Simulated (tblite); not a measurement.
Start geometry of `[O]c1cccc(N[SiH3])c1` [radical] from a force field or distance geometry (Å):
```
atom  x, y, z in Å
O1    -2.9468    2.1215   -0.2288
C2    -2.0998    1.0468   -0.1695
C3    -2.5382   -0.2479   -0.3061
C4    -1.6738   -1.3077   -0.2519
C5    -0.3265   -1.1458   -0.0199
C6     0.1377    0.1571    0.1209
N7     1.4832    0.5120    0.3310
Si8    2.9089   -0.1578   -0.5166
C9    -0.7545    1.2339    0.0569
H10   -3.6246   -0.4467   -0.4840
H11   -2.1473   -2.2979   -0.3780
H12    0.3125   -2.0131    0.0159
H13    1.7004    1.2509    1.0781
H14    3.2844    0.7748   -1.6099
H15    4.1013   -0.2202    0.3763
H16    2.5718   -1.4956   -0.9845
H17   -0.3957    2.2477    0.1684
```

Problem. What comes out of this run: tblite, GFN2-xTB geometry optimisation, gas phase?

Solution. 
```
atom  x, y, z in Å
O1    -3.051    1.884    0.441
C2    -2.196    1.034    0.155
C3    -2.566   -0.290   -0.322
C4    -1.607   -1.215   -0.627
C5    -0.252   -0.917   -0.493
C6     0.169    0.351   -0.042
N7     1.508    0.633    0.079
Si8    2.881   -0.382   -0.233
C9    -0.784    1.295    0.272
H10   -3.619   -0.505   -0.421
H11   -1.892   -2.196   -0.980
H12    0.492   -1.659   -0.736
H13    1.673    1.574    0.402
H14    2.886   -0.799   -1.637
H15    4.011    0.485    0.079
H16    2.834   -1.557    0.640
H17   -0.495    2.276    0.623
```

The energy falls by 1.005 eV over 142 L-BFGS steps, the largest force on an atom goes from 5.88 to 0.009 eV/Å, and the atoms move by 0.739 Å rms after alignment. The bond that changes most is O1–C2 (ends: oxygen bonded to C; carbon bonded to 2 C and O), which shortens by 0.130 Å. Bonds longer at the end by more than 0.005 Å: 5 of 17; shorter: 9. Among the angles that change most is N7–Si8–H15, from 111.7° to 103.1°. Among the dihedrals that turn most is C5–C6–N7–H13, from -135° to 180°. Rotational constants go from 3276, 766.2, 642.2 to 3652, 762.9, 635.7 MHz. The orientation of the end geometry is arbitrary; only internal coordinates are fixed.

Hardware: one thread of an Arm Neoverse V2, shared host with 96 logical CPUs at a one-minute load of 102. Cost: 0.99 s of wall time.

Its GFN2-xTB frequencies are all real (lowest 55 cm⁻¹).

One conformer stands for the species.

The numbers are calculated, not measured.
